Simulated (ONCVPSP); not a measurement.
rhenium (Re) ONCV: all-electron and pseudo phase curves

- Element: Re
- Generator: ONCVPSP 4.0.1
- Type: optimised norm-conserving Vanderbilt (ONCV)
- Functional: revPBE
- Relativity: fully relativistic
- Frozen core: [Kr] 4d10 4f14
- Valence charge: 15
- Reference configuration: 5s2 5p6 5d5 6s2
- Partial waves: 5s+6s: rc 1.95 bohr, ncon 3, nbas 8, qcut 7.4 1/bohr, 2 projectors; 5p: rc 1.75 bohr, ncon 4, nbas 8, qcut 8.7 1/bohr, 2 projectors, debl 3.9 Ha; 5d: rc 2.05 bohr, ncon 5, nbas 10, qcut 7.8 1/bohr, 3 projectors, debl 3.3 Ha
- Local potential: polynomial inside 1.70 bohr (lpopt 5, dvloc0 0 Ha)
- Core correction: none

Open shells are filled in proportion to 2j + 1.

The phase is arctan(r·R′/R) of the radial function R(r), unwrapped; energies in Ha, scanned from -5 to 5 Ha. A pole is an energy at which the radial function vanishes at the test radius. The pseudo phase is shifted by a multiple of π to meet the all-electron one at the reference energy, and phase errors are pseudo minus all-electron; the curves can meet again beyond the range given. Levels narrower than the energy grid can be missing from the lists of poles.

Question: For each channel, where are the poles, and over which energies does the pseudopotential scatter like the atom?

Answer:

```tsv
channel	radius (bohr)	reference energy (Ha)	poles, all-electron	poles, pseudo	unbroken range about the reference energy with phases within 0.05 rad	phase error 1 Ha above the reference energy (rad)
s	1.97	-0.22	-3.00, 3.62	-3.01, -2.16, 4.57	-1.7 to 3.9	+0.030
p3/2	1.77	-1.61	-0.94	-0.94	the whole range	-0.000
p1/2	1.77	-2.02	-1.54	-1.54	the whole range	-0.000
d5/2	2.08	-0.18	0.59	0.59	the whole range	-0.000
d3/2	2.08	-0.22	0.50	0.50	the whole range	-0.000
```

Note: ghosts flagged at negative energy: s at -60.2 eV; no localised positive-energy state flagged. A true bound ghost makes a file unfit for plane-wave use.

Phases in the p1/2 channel:

```csv
E (Ha),all-electron,pseudo
-4.96,1.296,1.295
-4.48,1.262,1.262
-4.00,1.211,1.211
-3.52,1.121,1.120
-3.04,0.906,0.905
-2.56,-0.003,-0.004
-2.08,-1.251,-1.251
-1.60,-1.550,-1.550
-1.12,-1.678,-1.678
-0.64,-1.769,-1.769
-0.16,-1.859,-1.860
0.32,-1.977,-1.978
0.80,-2.168,-2.169
1.28,-2.549,-2.550
1.76,-3.272,-3.273
2.24,-3.923,-3.923
2.72,-4.240,-4.240
3.20,-4.398,-4.399
3.68,-4.492,-4.492
4.16,-4.553,-4.554
4.64,-4.598,-4.599
```
